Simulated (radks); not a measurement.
Question: Radial electron density D(r) = 4 pi r^2 rho(r) of an atom or ion with 13 electrons. Method: scalar-relativistic Kohn-Sham, PBE, spin-polarised, spherical densities, finite nucleus; Fermi nuclear charge, rms radius of each element as measured or else 0.836 A^(1/3) + 0.57 fm; computed with a radial shooting solver on a logarithmic mesh with Libxc functionals.

```
   r/bohr * D(r) (the largest magnitude, 15.8, reaches the edge; | marks zero)
 0.003585 |*
 0.004593 |*
 0.005886 | *
 0.007483 |   *
 0.009589 |     *
  0.01229 |       *
  0.01575 |            *
  0.02018 |                 *
  0.02586 |                        *
  0.03287 |                                 *
  0.04212 |                                          *
  0.05398 |                                                  *
  0.06917 |                                                      *
  0.08864 |                                                     *
   0.1136 |                                              *
   0.1444 |                                      *
   0.1851 |                                 *
   0.2371 |                                   *
   0.3039 |                                           *
   0.3894 |                                                 *
    0.499 |                                             *
   0.6344 |                                *
   0.8129 |                 *
    1.042 |       *
    1.335 |     *
    1.711 |     *
    2.175 |    *
    2.787 |  *
    3.571 |*
    4.576 *
    5.864 *
    7.515 *
```

What is the nuclear charge?

Answer: Z = 14. The innermost maximum, from 1s, lies near gamma/Z bohr with gamma = sqrt(1 - (Z/c)^2) = 0.995, here 0.0711 bohr (found: 0.0749), and its height grows with Z. The density is that of the silicon ion Si+ in [Ne] 3s2 3p1; the configuration itself is not fixed sharply by these data, and Z only to about a unit. D(r) has 3 maxima, at r = 0.0749, 0.405, 1.71 bohr, and minima at 0.196, 1.41 bohr, inside which lie 2.20, 10.43 electrons.
